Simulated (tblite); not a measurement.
Species: C₇H₇B.
SMILES with atom numbers: `[BH2:1][C:2]#[C:3]/[CH:4]=[C:5](/[CH3:6])[C:7]#[CH:8]` (hydrogens: H9, H10 on B1; H11 on C4; H12, H13, H14 on C6; H15 on C8)

Computed with GFN2-xTB (tblite), gas phase: L-BFGS steps from a force-field or distance-geometry start until the largest atomic force falls under 0.01 eV/Å.

Step 13: E = -534.1826 eV
```
atom  x, y, z in Å  |  force x, y, z in eV/Å
B1      3.7256   -0.4557   -0.3456   -0.004  -0.028   0.004
C2      2.2525   -0.6375   -0.4229   -0.020  -0.020   0.025
C3      1.0485   -0.8164   -0.4324   -0.022  -0.047   0.050
C4     -0.3320   -1.0456   -0.3946   -0.005   0.020   0.014
C5     -1.2315   -0.0550   -0.2283   -0.004  -0.045   0.004
C6     -2.7114   -0.2772   -0.1876   -0.013   0.001   0.001
C7     -0.8000    1.2823   -0.0906   -0.033  -0.015  -0.004
C8     -0.4681    2.4291    0.0397    0.006   0.018   0.002
H9      4.1770    0.1125    0.5724    0.034   0.038  -0.011
H10     4.4129   -0.9126   -1.1740    0.039   0.004  -0.027
H11    -0.6480   -2.0786   -0.4942   -0.033   0.072  -0.043
H12    -3.1178    0.0843    0.7578    0.021  -0.024   0.007
H13    -2.9522   -1.3319   -0.2998    0.005   0.000   0.004
H14    -3.2004    0.2867   -0.9824    0.015  -0.014  -0.025
H15    -0.1594    3.4238    0.1549    0.012   0.040  -0.001
```

Step 14: E = -534.1832 eV
```
atom  x, y, z in Å  |  force x, y, z in eV/Å
B1      3.7248   -0.4560   -0.3461    0.012  -0.031   0.015
C2      2.2523   -0.6416   -0.4197   -0.011  -0.011   0.016
C3      1.0480   -0.8171   -0.4308    0.015  -0.041   0.048
C4     -0.3315   -1.0448   -0.3949   -0.016   0.010   0.013
C5     -1.2311   -0.0556   -0.2288   -0.029   0.028   0.024
C6     -2.7107   -0.2771   -0.1876   -0.026  -0.014  -0.006
C7     -0.8012    1.2826   -0.0899   -0.016   0.009  -0.003
C8     -0.4680    2.4294    0.0399    0.006   0.015   0.001
H9      4.1774    0.1137    0.5707    0.031   0.038  -0.013
H10     4.4129   -0.9121   -1.1744    0.035   0.004  -0.030
H11    -0.6478   -2.0760   -0.4961   -0.045   0.024  -0.046
H12    -3.1186    0.0830    0.7574    0.027  -0.012   0.018
H13    -2.9515   -1.3313   -0.2993    0.003  -0.020  -0.001
H14    -3.2003    0.2858   -0.9824    0.014  -0.006  -0.031
H15    -0.1590    3.4251    0.1545    0.000   0.006  -0.003
```

Step 15: E = -534.1838 eV
```
atom  x, y, z in Å  |  force x, y, z in eV/Å
B1      3.7245   -0.4570   -0.3463    0.029  -0.029   0.021
C2      2.2522   -0.6459   -0.4161    0.006  -0.005   0.010
C3      1.0475   -0.8186   -0.4282    0.046  -0.029   0.043
C4     -0.3314   -1.0437   -0.3949   -0.024   0.001   0.013
C5     -1.2313   -0.0558   -0.2288   -0.042   0.091   0.036
C6     -2.7105   -0.2772   -0.1877   -0.028  -0.024  -0.011
C7     -0.8027    1.2832   -0.0892    0.000   0.035   0.001
C8     -0.4679    2.4300    0.0401    0.003   0.009   0.000
H9      4.1784    0.1157    0.5687    0.023   0.032  -0.021
H10     4.4136   -0.9114   -1.1753    0.021   0.006  -0.023
H11    -0.6487   -2.0729   -0.4991   -0.056  -0.024  -0.047
H12    -3.1189    0.0815    0.7573    0.026   0.000   0.023
H13    -2.9508   -1.3312   -0.2989   -0.001  -0.035  -0.007
H14    -3.1998    0.2848   -0.9830    0.009   0.000  -0.031
H15    -0.1586    3.4265    0.1540   -0.011  -0.027  -0.006
```

Step 16: E = -534.1849 eV
```
atom  x, y, z in Å  |  force x, y, z in eV/Å
B1      3.7246   -0.4593   -0.3462    0.047  -0.023   0.026
C2      2.2523   -0.6538   -0.4096    0.029   0.001   0.002
C3      1.0471   -0.8220   -0.4228    0.073  -0.007   0.032
C4     -0.3318   -1.0413   -0.3946   -0.027  -0.013   0.013
C5     -1.2321   -0.0549   -0.2282   -0.044   0.141   0.043
C6     -2.7107   -0.2777   -0.1880   -0.023  -0.030  -0.016
C7     -0.8054    1.2850   -0.0880    0.017   0.061   0.010
C8     -0.4675    2.4313    0.0406   -0.002   0.001  -0.002
H9      4.1806    0.1199    0.5647    0.012   0.020  -0.033
H10     4.4151   -0.9102   -1.1776   -0.004   0.010  -0.008
H11    -0.6512   -2.0679   -0.5052   -0.069  -0.074  -0.042
H12    -3.1189    0.0788    0.7575    0.016   0.015   0.021
H13    -2.9495   -1.3318   -0.2983   -0.004  -0.048  -0.016
H14    -3.1990    0.2831   -0.9848   -0.003   0.003  -0.022
H15    -0.1580    3.4288    0.1529   -0.020  -0.057  -0.009
```

Problem. Estimate the geometry and energy of step 17. (The exact step hangs on the optimiser's Hessian estimate; all steps are aligned on step 16, rigid shifts and turns removed.)

Solution. E = -534.1863 eV, largest force 0.140 eV/Å
```
atom  x, y, z in Å  |  force x, y, z in eV/Å
B1      3.7257   -0.4631   -0.3457    0.053  -0.012   0.024
C2      2.2534   -0.6650   -0.4002    0.046   0.005  -0.006
C3      1.0473   -0.8270   -0.4146    0.076   0.016   0.018
C4     -0.3331   -1.0379   -0.3939   -0.017  -0.028   0.013
C5     -1.2336   -0.0520   -0.2266   -0.025   0.133   0.036
C6     -2.7116   -0.2787   -0.1887   -0.009  -0.028  -0.016
C7     -0.8090    1.2883   -0.0862    0.029   0.066   0.022
C8     -0.4670    2.4335    0.0412   -0.007  -0.002  -0.004
H9      4.1839    0.1264    0.5586    0.001   0.005  -0.040
H10     4.4171   -0.9082   -1.1810   -0.029   0.010   0.010
H11    -0.6558   -2.0620   -0.5146   -0.072  -0.093  -0.030
H12    -3.1188    0.0753    0.7581   -0.001   0.029   0.009
H13    -2.9476   -1.3336   -0.2978   -0.003  -0.047  -0.024
H14    -3.1979    0.2807   -0.9875   -0.019   0.003  -0.005
H15    -0.1574    3.4313    0.1513   -0.021  -0.058  -0.008
```

The energy changes by -0.0014 eV. The first-order estimate −F·Δx gives -0.0019 eV and the mean of the old and new forces, exact on a quadratic surface, -0.0014 eV. The step makes an angle of 73° with the force vector and moves no atom by more than 0.015 Å.

The cost below is that of the whole relaxation. The run took 0.89 s wall on Arm Neoverse N1, one thread, shared host with 64 logical CPUs at a one-minute load of 51.
